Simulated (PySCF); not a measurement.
## 19F chemical shifts

- structure optimised with GFN2-xTB
- PBE0/pcSseg-1 with gauge-including orbitals
- code: PySCF 2.14
- no relativistic terms, gas phase, rapidly exchanging positions averaged, single conformer

Shieldings were converted by a linear fit to measured shifts: 19F: δ = 146.13 − 0.903σ +14.6 on sp3 carbon (rms 6.0 ppm, 223 shifts, 7.0 ppm with the 5 outliers that the fit left out vs CFCl3, solution or neat liquid). Occasional misses reach two or three times the rms, and more in compound classes unlike the fitted ones.

(1) Give the 19F shifts of `F[C@@H]1C[C@@H](F)C1Cl`.

(2) Match the shifts -67.2, -187.5, -227.4 ppm to `C#C[SiH2]SCC(F)(F)F`, `C=C=C[C@H](CF)C(=O)CC`, `C=C[C@@H](F)[C@H]1C[C@@H]1CC=O`.

## Answers

(1) 
```
                                         compound                    environment  δ (ppm)
[F:1][C@@H:2]1[CH2:3][C@@H:4]([F:5])[CH:6]1[Cl:7]  F1: fluorine on an sp3 carbon   -163.0
[F:1][C@@H:2]1[CH2:3][C@@H:4]([F:5])[CH:6]1[Cl:7]  F5: fluorine on an sp3 carbon   -191.5
```

(2) -67.2: C#C[SiH2]SCC(F)(F)F (fluorine of a CF3 group); -187.5: C=C[C@@H](F)[C@H]1C[C@@H]1CC=O (fluorine on an sp3 carbon); -227.4: C=C=C[C@H](CF)C(=O)CC (fluorine on an sp3 carbon).
